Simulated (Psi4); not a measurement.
Complex: HF (SMILES F) (first 2 atoms) with CH3Br (SMILES CBr); geometry from B3LYP-D3(BJ)/def2-TZVP.
(charge 0, multiplicity 1):
```xyz
7

F     -0.0394    -0.1485     0.6416
H     -0.0625    -0.6487     1.4319
C     -0.2517     1.0414     3.8377
Br    -0.1735    -0.9223     3.7719
H     -1.1902     1.3075     4.3099
H     -0.2019     1.3946     2.8142
H      0.5990     1.3750     4.4204
```

All values below come from SAPT0/aug-cc-pVDZ run with Psi4.

Which attractive term is largest, and how does the interaction split up?

electrostatics -6.03, exchange 6.90, induction -3.24, dispersion -2.25, total -4.61 kcal/mol; the largest attraction is electrostatics.
